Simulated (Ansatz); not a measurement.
C2H7NOSi can be A, `C[Si]1(N)CO1`, or B, `NCC1O[SiH2]1`.

Isolated molecules relaxed with PBE0-D4/def2-TZVP in Ansatz; ΔE leaves out vibrations. CBS: MP2 limit from def2 TZ/QZ plus the TZ coupled-cluster correction, frozen cores. Functionals use def2-TZVPP. B3LYP here is the variant with VWN-RPA as its local correlation; programs differ in this. Each species was taken in one conformer, which may not be the lowest.

A:

Z-matrix (Å, degrees):
```
C
Si 1 1.850
H 1 1.091 2 109.8
H 1 1.093 2 110.8 3 -119.2
H 1 1.092 2 111.4 3 120.3
N 2 1.694 1 109.6 3 -179.2
C 2 1.800 1 123.9 3 -20.9
O 2 1.652 1 117.9 3 39.2
H 6 1.005 2 122.2 1 -13.5
H 6 1.005 2 123.1 1 -176.8
H 7 1.090 2 122.4 1 -161.7
H 7 1.089 2 123.9 1 2.9
```

B:

Z-matrix (Å, degrees):
```
C
C 1 1.505
N 1 1.452 2 114.6
H 1 1.095 2 109.6 3 121.6
H 1 1.095 2 108.7 3 -122.3
Si 2 1.811 1 125.1 3 -132.8
O 2 1.481 1 113.0 3 -64.6
H 2 1.092 1 114.0 3 62.8
H 3 1.014 1 109.1 2 54.8
H 3 1.014 1 110.4 2 -62.0
H 6 1.480 2 121.6 1 -1.9
H 6 1.480 2 122.9 1 -162.7
```

(1) Which is lower in electronic energy at CCSD(T)/CBS, and by how much? (An estimate is asked.)

(2) Give E(B) − E(A) in kcal/mol with MP2/def2-TZVPP, HF/def2-TZVPP, CCSD(T)/def2-SVP, LDA (SPW92), B3LYP, CCSD(T)/def2-TZVPP, CCSD/def2-TZVPP. (Estimate.)

(3) Does the order hold for the free energy at 298.15 K (harmonic terms from PBE0-D4)? (An estimate is asked.)

Largest T1 diagnostic: 0.013.

## Answers

(1) The calculation gave: A, by 42.9 kcal/mol.

(2) Ansatz gave: MP2/def2-TZVPP 43.7, HF/def2-TZVPP 43.5, CCSD(T)/def2-SVP 32.7, LDA (SPW92) 39.5, B3LYP 42.4, CCSD(T)/def2-TZVPP 42.0, CCSD/def2-TZVPP 42.6. None reverses the order clearly.

(3) Computed: Yes: G(B) − G(A) = +43.4 kcal/mol, for one conformer each.

From BLYP to BHLYP (50 % exact exchange), in def2-TZVPP and without D4, E(B) − E(A) moves by +2.6 kcal/mol. Leaving LDA and LC-ωPBE aside and taking each functional with its dispersion term where it has one, the values, not all of them listed here, spread over 4.5 kcal/mol, from revPBE-D4 to r2SCAN0-D4.
